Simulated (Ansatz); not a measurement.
Gas-phase electronic energies from Ansatz, PBE0-D4/def2-TZVP geometries. CBS: MP2 limit from def2 TZ/QZ plus the TZ coupled-cluster correction, frozen cores. This one scheme is used for every species. DFT in def2-TZVPP. No spin–orbit coupling; open shells (•) take unrestricted orbitals. One conformer a species, not always the lowest.

Reaction (homolysis of the Al–N bond): `C[NH][AlH][F]` → `[F][AlH]`• + `C[NH]`•

```
             level  ΔE (kcal/mol)
        r2SCAN0-D4           98.0
CCSD(T)/def2-TZVPP          104.1
```

Question: What does CCSD(T)/CBS give? (Best estimate.)

Answer: The calculation gave: +106.9 kcal/mol. The listed levels differ from it by -8.9, -2.8 kcal/mol.

Largest T1 diagnostic among the species: 0.016.

In def2-TZVPP, CCSD(T) changes the Hartree–Fock value by +28.1 kcal/mol (the triples alone add +1.9 kcal/mol) and MP2 by +33.9 kcal/mol; breaking electron pairs costs correlation energy, which Hartree–Fock lacks. At CCSD(T), def2-SVP lies −3.9 kcal/mol from the extrapolated value and def2-TZVPP −2.9 kcal/mol: correlation converges slowly with the basis, and small sets miss more of it in the bonded molecule than in its fragments. Leaving LDA and LC-ωPBE aside and taking each functional with its dispersion term where it has one, the values, not all of them listed here, spread over 10.0 kcal/mol, from revPBE-D4 to ωB97M-V. LDA lies +16.0 kcal/mol from PBE without D4, its usual overbinding.
